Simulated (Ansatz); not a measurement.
A further run on `C[Si](C)(C)[Si](C)(C)[Si](C)(C)[Si](C)(C)C`.

```yaml
crystal:
  periodic: [false, false, false]
  atoms:
    - {symbol: C, position_ang: [4.215958, 0.250141, -1.447746]}
    - {symbol: Si, position_ang: [2.957189, 0.309699, -0.022136]}
    - {symbol: C, position_ang: [3.358034, -1.076358, 1.217586]}
    - {symbol: C, position_ang: [3.095055, 1.993431, 0.850877]}
    - {symbol: Si, position_ang: [0.784774, 0.027926, -0.894648]}
    - {symbol: C, position_ang: [0.310460, 1.594512, -1.881855]}
    - {symbol: C, position_ang: [0.778853, -1.477672, -2.072220]}
    - {symbol: Si, position_ang: [-0.765010, -0.357690, 0.839300]}
    - {symbol: C, position_ang: [-0.456811, 0.843821, 2.293633]}
    - {symbol: C, position_ang: [-0.560851, -2.154129, 1.459508]}
    - {symbol: Si, position_ang: [-2.972119, -0.061498, 0.064087]}
    - {symbol: C, position_ang: [-3.232661, -1.004774, -1.567202]}
    - {symbol: C, position_ang: [-4.187429, -0.728456, 1.367409]}
    - {symbol: C, position_ang: [-3.322241, 1.786584, -0.215343]}
    - {symbol: H, position_ang: [4.013297, 1.046062, -2.193662]}
    - {symbol: H, position_ang: [5.250244, 0.394625, -1.068802]}
    - {symbol: H, position_ang: [4.179010, -0.725687, -1.974003]}
    - {symbol: H, position_ang: [4.401182, -0.988693, 1.588722]}
    - {symbol: H, position_ang: [3.246502, -2.077449, 0.752231]}
    - {symbol: H, position_ang: [2.680991, -1.033939, 2.095469]}
    - {symbol: H, position_ang: [2.877763, 2.824137, 0.148175]}
    - {symbol: H, position_ang: [2.380997, 2.069574, 1.695922]}
    - {symbol: H, position_ang: [4.118921, 2.148206, 1.252731]}
    - {symbol: H, position_ang: [0.237945, 2.478865, -1.216352]}
    - {symbol: H, position_ang: [1.066782, 1.816856, -2.663535]}
    - {symbol: H, position_ang: [-0.670388, 1.465036, -2.385128]}
    - {symbol: H, position_ang: [1.490767, -1.326209, -2.910385]}
    - {symbol: H, position_ang: [-0.229552, -1.646342, -2.503832]}
    - {symbol: H, position_ang: [1.077270, -2.400817, -1.534632]}
    - {symbol: H, position_ang: [-0.500555, 1.899273, 1.955483]}
    - {symbol: H, position_ang: [0.542061, 0.671763, 2.746145]}
    - {symbol: H, position_ang: [-1.218472, 0.708836, 3.089953]}
    - {symbol: H, position_ang: [0.468914, -2.336573, 1.830882]}
    - {symbol: H, position_ang: [-0.761477, -2.878688, 0.644026]}
    - {symbol: H, position_ang: [-1.268217, -2.368743, 2.287677]}
    - {symbol: H, position_ang: [-2.995940, -2.082599, -1.451324]}
    - {symbol: H, position_ang: [-2.582486, -0.599910, -2.369838]}
    - {symbol: H, position_ang: [-4.285963, -0.923361, -1.909998]}
    - {symbol: H, position_ang: [-5.238638, -0.590958, 1.035333]}
    - {symbol: H, position_ang: [-4.026081, -1.810904, 1.548575]}
    - {symbol: H, position_ang: [-4.065250, -0.200260, 2.335415]}
    - {symbol: H, position_ang: [-2.639151, 2.216242, -0.975968]}
    - {symbol: H, position_ang: [-4.365091, 1.943533, -0.564018]}
    - {symbol: H, position_ang: [-3.188636, 2.362557, 0.723528]}
basis:
  gaussian: {orbitals: def2-SVP, point_charges: [{charge: 0.50, position_ang: [9.996, 0.698, 0.684]}]}
hamiltonian: {xc: {name: HSE06}}
accuracy: high
scf: {omitted_lower_state_checks: [starts]}
```

```sh
$ ansatz run in.yaml --threads 2 --pin off --events-out ev --progress --plain --max-ram 32768MiB --backend cuda --devices 0, --max-vram 18GiB
```

Shortened log:

```
Functional definition: HSE06
  name "HSE06"
  cite "Heyd, Scuseria & Ernzerhof, J. Chem. Phys. 118, 8207 (2003) doi:10.1063/1.1564060"
  cite "Krukau, Vydrov, Izmaylov & Scuseria, J. Chem. Phys. 125, 224106 (2006) doi:10.1063/1.2404663"
  cite "Heyd & Scuseria, J. Chem. Phys. 120, 7274 (2004) doi:10.1063/1.1668634"
  cite "Ernzerhof & Perdew, J. Chem. Phys. 109, 3313 (1998) doi:10.1063/1.476928"
  cite "Perdew, Burke & Ernzerhof, Phys. Rev. Lett. 77, 3865 (1996) doi:10.1103/PhysRevLett.77.3865"
  parent pbe
  parameter a = 0.25
  parameter omega = 0.11/bohr
  # The whole range is PBE's own exchange, as in plane waves. The composition of these papers is wPBEh.
  exchange = pbe_x - a*pbe_x_sr(omega) + a*exact_x_sr(omega)
  correlation = pbe_c
these checks for a lower state are left out or cut short: starts
9021 factors; integrals over basis functions are off by at most 4.3e-8 eV
240 factors; integrals over basis functions are off by at most 2.3e-9 eV
mean field evaluation 1: about -42290.9647 eV, gradient 1.2e2 eV
mean field evaluation 2: about -42273.2649 eV, gradient 1.4e2 eV
mean field evaluation 4: about -42327.5984 eV, gradient 5.1e0 eV
mean field evaluation 8: about -42328.4218 eV, gradient 2.7e-1 eV
mean field evaluation 16: about -42328.4222 eV, gradient 1.8e-4 eV
mean field -42328.42218954 eV, -1555.5408242304 hartree, gradient 7.0e-8 eV, S^2 0.000000; 0 other end points of the search recorded, 0 dependent functions left out
reference -42328.42219630 eV, -1555.5408244788 hartree; 73, 73 occupied and 289, 289 virtual orbitals, 9021 factors
Total energy: -42328.42219630 eV, -1555.5408244788 hartree
Checks for a lower state left out: starts
```

Run time 25 s (2 threads of AMD EPYC 7R13 on a shared host and a share (18 GiB) of an NVIDIA H100 80GB HBM3), peak host memory 2.2 GiB.

HSE06 is defined as in plane-wave codes, on full-range PBE exchange.
